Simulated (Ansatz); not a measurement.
`c1cc[c]([GeH2][c]2ccccc2)cc1` from Hartree–Fock to CCSD(T)

```xyz
25

C     1.7914    2.9573    1.9804
C     2.4350    2.4387    0.8667
C     2.1664    1.1429    0.4511
C     1.2526    0.3476    1.1392
Ge    0.8330   -1.4498    0.5185
C    -0.6382   -1.4170   -0.7569
C    -1.9588   -1.5057   -0.3222
C    -3.0100   -1.4395   -1.2247
C    -2.7528   -1.2842   -2.5787
C    -1.4429   -1.1972   -3.0261
C    -0.3947   -1.2639   -2.1200
C     0.6157    0.8807    2.2576
C     0.8812    2.1761    2.6767
H     2.0015    3.9693    2.3076
H     3.1502    3.0444    0.3213
H     2.6820    0.7493   -0.4195
H     0.4217   -2.3085    1.7295
H     2.0763   -2.0392   -0.1743
H    -2.1760   -1.6324    0.7340
H    -4.0324   -1.5117   -0.8707
H    -3.5732   -1.2340   -3.2856
H    -1.2367   -1.0793   -4.0841
H     0.6254   -1.1996   -2.4860
H    -0.0953    0.2796    2.8161
H     0.3782    2.5759    3.5502
```

Total charge 0; spin multiplicity 1. Correlated methods include outer-core shells of Ge, which these sets cover unevenly. Scalar relativity is left out up to krypton. The structure was optimised at the PBE0-D4/def2-TZVP level. It is one conformer, not always the lowest. Frozen core, restricted reference, the Gaussian-basis code of Ansatz.

```
     basis      HF (Eh)  MP2 corr.  CCSD corr.       (T)  CCSD(T) total
  def2-SVP  -2536.17425   -1.78512    -1.85390  -0.08211    -2538.11026
def2-TZVPP  -2536.93659   -2.14541    -2.18547  -0.11684    -2539.23890
def2-QZVPP  -2536.99682   -2.52708           –         –              –
```
